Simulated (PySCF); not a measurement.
IK, charge -1, doublet, at the geometry of the source list (a state made from the parent by changing its charge; the spin is typed, not shown lowest) (core potentials on I); PySCF with HF/def2-TZVP.

PySCF was given this input:
```python
from pyscf import gto, scf

mol = gto.Mole()
mol.atom = '''
    K    -1.058900   -0.752200   -0.902200
    I     1.058900    0.752200    0.902200
'''
mol.basis = 'def2-tzvp'
mol.ecp = {'I': 'def2-tzvp'}
mol.charge = -1
mol.spin = 1
mol.verbose = 4
mol.build()

mf = scf.UHF(mol)
mf.kernel()
```

What the program printed (banner, timings and long lists left out):

```
PySCF version 2.14.0

[INPUT] verbose = 4
[INPUT] num. atoms = 2
[INPUT] num. electrons = 45
[INPUT] charge = -1
[INPUT] spin (= nelec alpha-beta = 2S) = 1
[INPUT] symmetry False subgroup None
[INPUT] Mole.unit = angstrom
[INPUT] Symbol           X                Y                Z      unit          X                Y                Z       unit  Magmom
[INPUT]  1 K     -1.058900000000  -0.752200000000  -0.902200000000 AA   -2.001030993302  -1.421451990898  -1.704910909583 Bohr   0.0
[INPUT]  2 I      1.058900000000   0.752200000000   0.902200000000 AA    2.001030993302   1.421451990898   1.704910909583 Bohr   0.0

nuclear repulsion = 79.4702399847727
number of shells = 29
number of NR pGTOs = 160
number of NR cGTOs = 83
basis = def2-tzvp
ecp = {'I': 'def2-tzvp'}

******** <class 'pyscf.scf.uhf.UHF'> ********
method = UHF
initial guess = minao
damping factor = 0
level_shift factor = 0
DIIS = <class 'pyscf.scf.diis.CDIIS'>
diis_start_cycle = 1
diis_space = 8
diis_damp = 0
SCF conv_tol = 1e-09
SCF conv_tol_grad = None
SCF max_cycles = 50
direct_scf = True
direct_scf_tol = 1e-13
number electrons alpha = 23  beta = 22
Set gradient conv threshold to 3.16228e-05
init E= -852.660366013979

cycle= 1 E= -894.595367409867  delta_E= -41.9  |g|=    2  |ddm|= 13.7

cycle= 2 E= -892.865646383481  delta_E= 1.73  |g|= 1.87  |ddm|= 10.5
cycle= 3 E= -895.698199470342  delta_E= -2.83  |g|= 0.419  |ddm|= 9.86
cycle= 4 E= -895.903122485596  delta_E= -0.205  |g|=  0.1  |ddm|= 2.15
cycle= 5 E= -895.919286415717  delta_E= -0.0162  |g|= 0.0481  |ddm|= 0.646
cycle= 6 E= -895.922910859783  delta_E= -0.00362  |g|= 0.0185  |ddm|= 0.234
cycle= 7 E= -895.924672525249  delta_E= -0.00176  |g|= 0.00825  |ddm|=  0.2
cycle= 8 E= -895.925100119496  delta_E= -0.000428  |g|= 0.00297  |ddm|= 0.11
cycle= 9 E= -895.925157389459  delta_E= -5.73e-05  |g|= 0.00114  |ddm|= 0.0509
cycle= 10 E= -895.925164440125  delta_E= -7.05e-06  |g|= 0.000201  |ddm|= 0.0245
cycle= 11 E= -895.925164575995  delta_E= -1.36e-07  |g|= 5.41e-05  |ddm|= 0.00433
cycle= 12 E= -895.925164588246  delta_E= -1.23e-08  |g|= 2.05e-05  |ddm|= 0.00103
cycle= 13 E= -895.925164590154  delta_E= -1.91e-09  |g|= 6.03e-06  |ddm|= 0.000481
cycle= 14 E= -895.925164590321  delta_E= -1.67e-10  |g|= 1.41e-06  |ddm|= 0.000149
Extra cycle  E= -895.925164590323  delta_E= -1.93e-12  |g|= 7.33e-07  |ddm|= 1.27e-05
converged SCF energy = -895.925164590323  <S^2> = 0.75022278  2S+1 = 2.0002228
```
